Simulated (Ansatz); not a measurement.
Consider the substitution at a C–C bond: `CC[O][SbH][SiH3]` + `[OH][SbH][SiH3]` → `C[O][SbH][SiH3]` + `C[O][SbH][SiH3]`.

Isolated molecules relaxed with PBE0-D4/def2-TZVP in Ansatz; ΔE leaves out vibrations. CCSD(T)/CBS adds triple-zeta CCSD(T) − MP2 to the extrapolated MP2 energy (def2 sets, frozen cores). Functionals use def2-TZVPP. Elements past krypton have def2 core potentials. For Sb outer-core shells are correlated without core-valence functions, which leaves a few kJ/mol of doubt a bond. One conformer a species, not always the lowest.

`CC[O][SbH][SiH3]`:

```xyz
14

C    -1.127   -0.120    2.287
C     0.080   -0.556    1.493
O     0.119    0.178    0.289
Sb    1.732   -0.024   -0.842
Si    0.449    0.912   -2.874
H    -1.195   -0.683    3.222
H    -1.063    0.943    2.525
H    -2.040   -0.289    1.713
H     0.995   -0.396    2.084
H     0.020   -1.635    1.282
H     1.382   -1.632   -1.362
H     1.255    0.666   -4.101
H     0.270    2.378   -2.711
H    -0.877    0.258   -3.006
```

`[OH][SbH][SiH3]`:

```xyz
8

O     1.863    0.198   -0.876
Sb    1.076   -0.662    0.730
Si   -1.328   -0.077   -0.003
H     2.654   -0.279   -1.140
H     1.129    0.753    1.702
H    -1.395    1.311   -0.527
H    -2.231   -0.215    1.172
H    -1.768   -1.029   -1.057
```

`C[O][SbH][SiH3]`:

Z-matrix (Å, degrees):
```
C
O 1 1.405
H 1 1.099 2 112.0
H 1 1.099 2 112.8 3 122.2
H 1 1.094 2 107.9 3 -118.8
Sb 2 1.981 1 117.0 3 -69.0
Si 6 2.580 2 90.6 1 162.6
H 6 1.725 2 95.8 1 72.6
H 7 1.486 6 109.5 2 74.7
H 7 1.484 6 110.7 2 -46.4
H 7 1.489 6 108.4 2 -166.9
```

`C[O][SbH][SiH3]`:

Z-matrix (Å, degrees):
```
C
O 1 1.405
H 1 1.099 2 112.0
H 1 1.099 2 112.8 3 122.2
H 1 1.094 2 107.9 3 -118.8
Sb 2 1.981 1 117.0 3 -69.0
Si 6 2.580 2 90.6 1 162.6
H 6 1.725 2 95.8 1 72.6
H 7 1.486 6 109.5 2 74.7
H 7 1.484 6 110.7 2 -46.4
H 7 1.489 6 108.4 2 -166.9
```

| species | PBE energy (Eh) |
| --- | --- |
| `CC[O][SbH][SiH3]` | -686.30706 |
| `[OH][SbH][SiH3]` | -607.77978 |
| `C[O][SbH][SiH3]` | -647.03074 |
| `C[O][SbH][SiH3]` | -647.03074 |

(1) Work out ΔE.

Largest T1 diagnostic among the species: 0.014.

Answers

(1) ΔE = (-647.03074) + (-647.03074) − (-686.30706) − (-607.77978) = 0.02536 Eh = +15.9 kcal/mol. CCSD(T)/CBS gives +17.0 kcal/mol.

In def2-TZVPP, CCSD(T) changes the Hartree–Fock value by +1.7 kcal/mol (the triples alone add +0.1 kcal/mol) and MP2 by +2.6 kcal/mol.
